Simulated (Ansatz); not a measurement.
`[BH2][AlH][S]C`. Charge 0, multiplicity 1. Geometry: relaxed with PBE0-D4/def2-TZVP. It is one conformer, not always the lowest.

```xyz
10

B     1.212   -1.526   -0.016
Al    0.037   -0.586    1.479
S    -1.177    1.144    0.936
C    -0.828    1.353   -0.841
H     0.805   -2.438   -0.680
H     2.331   -1.179   -0.275
H    -0.067   -1.017    3.003
H     0.240    1.450   -1.029
H    -1.319    2.273   -1.157
H    -1.234    0.526   -1.421
```

Question: What is the dipole moment at PBE/def2-TZVPP? (Best estimate.)

Answer: Ansatz gave: 1.73 D, with components (0.67, -0.27, -1.57) D in this frame, pointing from negative to positive charge.

Question: And with r2SCAN, B3LYP, ωB97M-V? (Best estimate.)

Answer: The calculation gave: r2SCAN 1.83 D, B3LYP 1.76 D, ωB97M-V 1.77 D.

Question: Give the Mulliken charges with PBE, ωB97M-V, r2SCAN in def2-TZVPP. (An estimate is asked.)

Answer: The calculation gave: 
```json
{"atom": "B1", "PBE": "-0.13", "ωB97M-V": "-0.24", "r2SCAN": "-0.11"}
{"atom": "Al2", "PBE": "0.26", "ωB97M-V": "0.29", "r2SCAN": "0.37"}
{"atom": "S3", "PBE": "-0.21", "ωB97M-V": "-0.19", "r2SCAN": "-0.25"}
{"atom": "C4", "PBE": "-0.27", "ωB97M-V": "-0.37", "r2SCAN": "-0.15"}
{"atom": "H5", "PBE": "0.04", "ωB97M-V": "0.09", "r2SCAN": "0.02"}
{"atom": "H6", "PBE": "0.04", "ωB97M-V": "0.09", "r2SCAN": "0.02"}
{"atom": "H7", "PBE": "-0.11", "ωB97M-V": "-0.10", "r2SCAN": "-0.14"}
{"atom": "H8", "PBE": "0.12", "ωB97M-V": "0.14", "r2SCAN": "0.08"}
{"atom": "H9", "PBE": "0.12", "ωB97M-V": "0.15", "r2SCAN": "0.09"}
{"atom": "H10", "PBE": "0.13", "ωB97M-V": "0.15", "r2SCAN": "0.09"}
```

B3LYP here is the variant with VWN-RPA as its local correlation; programs differ in this.
